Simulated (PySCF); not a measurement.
# Telling isomers of C6H4ClF apart by NMR

[PySCF 2.14.0 with density-fitted response routines: geometry: GFN2-xTB; PBE0/pcSseg-1 with gauge-including orbitals; fast rotation and ring inversion assumed for equivalent nuclei; a single conformation; gas phase; no relativistic terms]

δ = σ(ref) − σ, references computed at the same level: ¹H (σ = 31.72 ppm), ¹³C (σ = 186.93 ppm) vs TMS. Splittings of carbon signals by F and P are missing where no couplings were computed. Where no couplings were computed, multiplicities follow the n + 1 count of equivalent neighbours, and m marks all less simple cases (inequivalent or close neighbours, rings, F or P nearby). Shifts are as computed. Against solution values, carbons near 30 ppm lie about +3 ppm off and those near 130 ppm about +5 ppm; carbons on Cl a further +6 ppm. Of 1211 compounds with measured shifts, 218 miss one by over three times the rms of a fit or turn the order of signals round; such compounds aren't used in these exercises. Carbons bonded to Cl come out too deshielded.

(1) Tabulate the signals of `CC#CC#C[C@@H](F)Cl`, `Fc1cccc(Cl)c1` and their relative energies.

(2) What is the quickest way to tell CC#CC#C[C@@H](F)Cl from Fc1cccc(Cl)c1?

Results:

(1) 
| SMILES | carbon types | δC | δH | E rel. (kcal/mol) |
| --- | --- | --- | --- | --- |
| CC#CC#C[C@@H](F)Cl | 4×C 1×CH 1×CH3 | 97.6, 92.6, 87.8, 70.5, 70.0, 5.6 | 6.78 (m, 1H), 2.25 (s, 3H) | 84.9 |
| Fc1cccc(Cl)c1 | 2×C 4×CH | 173.0, 147.4, 136.0, 130.2, 122.8, 119.3 | 7.58 (m, 1H), 7.37 (m, 1H), 7.36 (d, 1H), 7.20 (m, 1H) | 0.0 |

Energies are electronic energies at PBE0/pcSseg-1 on these geometries, without zero-point or thermal terms, each for the one conformer computed, which needn't be the lowest.

(2) Both give the same number of carbon signals, but DEPT or the intensities differ. The first has an alkyne carbon (C) at 70.5 ppm, the second an aromatic carbon bearing fluorine (C) at 173.0 ppm. Their most deshielded carbons lie at 97.6 and 173.0 ppm. In the proton spectra the most deshielded non-exchanging signals are 6.78 (m, 1H) and 7.58 (m, 1H).
